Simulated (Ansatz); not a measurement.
A CCSD(T) single point on CH$_{4}$OSSn (`C[S][Sn][OH]`).

```yaml
crystal:
  periodic: [false, false, false]
  atoms:
    - {symbol: C, position_ang: [-0.402936, 0.808408, 0.611018]}
    - {symbol: S, position_ang: [-1.528880, 0.160592, -0.654758]}
    - {symbol: Sn, position_ang: [-0.280900, -1.598772, -1.795881]}
    - {symbol: O, position_ang: [1.412322, -1.480495, -0.775594]}
    - {symbol: H, position_ang: [-0.123124, 0.035485, 1.327859]}
    - {symbol: H, position_ang: [-0.934888, 1.594225, 1.147122]}
    - {symbol: H, position_ang: [0.490155, 1.245253, 0.162568]}
    - {symbol: H, position_ang: [1.460448, -0.821698, -0.078134]}
basis:
  gaussian: {orbitals: def2-SVP}
correlation: {method: ccsd_t}
```

```sh
$ ansatz run in.yaml --threads 4 --pin off --events-out ev --progress --plain
```

Output of Ansatz, abridged:

```
Functional definition: HF
984 factors; integrals over basis functions are off by at most 1.2e-3 eV
mean field evaluation 1: about -19745.5821 eV, gradient 3.9e1 eV
mean field evaluation 2: about -19745.5950 eV, gradient 3.9e1 eV
mean field evaluation 4: about -19749.0558 eV, gradient 3.2e0 eV
mean field evaluation 8: about -19749.1024 eV, gradient 9.2e-4 eV
mean field -19749.10240944 eV, -725.7661271245 hartree, gradient 7.1e-6 eV, S^2 0.000000; 0 other end points of the search recorded, 0 dependent functions left out
11 core orbitals not correlated: weight in the atoms' cores, before any rotation towards them, 1.000 or more for the frozen orbitals, at most 0.000 for the correlated occupied ones
reference -19749.10240944 eV, -725.7661271245 hartree; 17, 17 occupied and 64, 64 virtual orbitals, 984 factors
second order -15.18112007 eV of doubles, -0.00000000 eV of singles
cycle   1  -15.70390279 eV  change   -5.2e-1 eV  update   1.1e-1
cycle   2  -16.13469244 eV  change   -4.3e-1 eV  update   3.9e-2
cycle   3  -16.27947947 eV  change   -1.4e-1 eV  update   2.5e-2
cycle   4  -16.27891542 eV  change    5.6e-4 eV  update   7.7e-3
cycle   5  -16.27317181 eV  change    5.7e-3 eV  update   3.8e-3
cycle   6  -16.27374322 eV  change   -5.7e-4 eV  update   1.4e-3
cycle   7  -16.27328386 eV  change    4.6e-4 eV  update   4.2e-4
cycle   8  -16.27322780 eV  change    5.6e-5 eV  update   1.2e-4
cycle   9  -16.27326416 eV  change   -3.6e-5 eV  update   4.4e-5
cycle  10  -16.27325470 eV  change    9.5e-6 eV  update   1.8e-5
perturbative correction -0.50635780 eV, -0.0186083061 hartree
Total energy: -19765.88202195 eV, -726.3827665106 hartree
```

It took 3.7 s on 4 threads of a server CPU on a shared host, with 0.39 GiB of host memory at the peak.

The correlation energy is -16.780 eV, 3.0 % of it from (T); the T1 diagnostic reads 0.0152.
